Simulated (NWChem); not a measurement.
Species: vinylidene fluoride (C2H2F2); SMILES C=C(F)F

Computed with NWChem. Pople sets run with spherical d functions. Each level has its own optimisation; frequencies are unscaled.

For level BLYP/def2-SVP:

```yaml
highest harmonic frequency (cm⁻¹): 3221
```

Question: Estimate the same quantities for level B3LYP/6-31G*.

Answer: The highest harmonic frequency (cm⁻¹) comes out as 3321.
